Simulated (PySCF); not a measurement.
Molfile (atoms numbered from 1):
```
C4HBCl2O
     RDKit          3D

  9  8  0  0  0  0  0  0  0  0999 V2000
   -1.0451   -2.6391   -0.0650 C   0  0  0  0  0  0  0  0  0  0  0  0
   -0.4594   -1.5797   -0.0045 C   0  0  0  0  0  0  0  0  0  0  0  0
    0.2088   -0.3238    0.0878 C   0  0  0  0  0  0  0  0  0  0  0  0
    1.4614   -0.2285   -0.3909 C   0  0  0  0  0  0  0  0  0  0  0  0
    2.5307   -0.1312   -0.7952 O   0  0  0  0  0  0  0  0  0  0  0  0
   -0.3854    0.9533    0.6984 B   0  0  0  0  0  0  0  0  0  0  0  0
   -2.0089    0.9444    1.3322 Cl  0  0  0  0  0  0  0  0  0  0  0  0
    0.5713    2.4293    0.7667 Cl  0  0  0  0  0  0  0  0  0  0  0  0
   -1.5667   -3.5769   -0.1212 H   0  0  0  0  0  0  0  0  0  0  0  0
  1  2  3  0
  2  3  1  0
  3  4  2  0
  4  5  2  0
  3  6  1  0
  6  7  1  0
  6  8  1  0
  1  9  1  0
M  END
```

Geometry: PBE0-D3(BJ)/def2-SVP; GIAO shifts from PySCF, gas phase, non-relativistic, averaged over equivalent atoms.

At PBE0/6-31G (82 basis functions, 6.2 s wall time on 1 thread of an Intel Xeon 6975P-C, shared host):
```json
{"atoms": "C4", "δ (ppm)": "182.6"}
{"atoms": "C1", "δ (ppm)": "87.3"}
{"atoms": "C2", "δ (ppm)": "61.0"}
{"atoms": "C3", "δ (ppm)": "39.5"}
{"atoms": "O5", "δ (ppm)": "359.8"}
{"atoms": "B6", "δ (ppm)": "53.6"}
{"atoms": "Cl7/Cl8", "δ (ppm)": "192.8"}
{"atoms": "H9", "δ (ppm)": "3.28"}
```

Shifts are taken against calculated references (same method and geometry level): 13C (σref 199.54), 1H (σref 32.61) vs TMS; 17O (σref 318.49) vs H2O; 11B (σref 113.16) against BF3·OEt2; 35Cl (σref 931.27) against HCl.

Question: Predict the values at PBE0/aug-cc-pVDZ on the same geometry.

Answer: 
```tsv
atoms	δ at PBE0/aug-cc-pVDZ	change
C4	183.1	+0.5
C1	84.3	-3.0
C2	62.7	+1.7
C3	35.4	-4.1
O5	343.6	-16.2
B6	51.9	-1.7
Cl7/Cl8	215.7	+22.9
H9	3.07	-0.21
```

Chemical shifts δ = σref − σ; 13C (σ = 195.12 ppm) and 1H (σ = 31.39 ppm) against TMS; H2O for 17O (σ = 335.91 ppm); BF3·OEt2 for 11B (σ = 110.17 ppm); 35Cl (σ = 967.65 ppm) against HCl, all at this level.

The largest change is at Cl7/Cl8 (chlorine bonded to B). Cost: 201 basis functions, 19 s wall time on 1 thread of an Intel Xeon 6975P-C, shared host. The order of the carbon signals is the same at both levels.

A carbon bonded to boron is broadened by the quadrupolar boron nucleus and is often missing from a measured spectrum. Unscaled 17O shifts of doubly bonded oxygen tend to come out too high, by tens of ppm or more. Experimental scales use liquid or dissolved standards, which lie at an offset from isolated H2O (liquid H2O: subtract about 36 ppm).
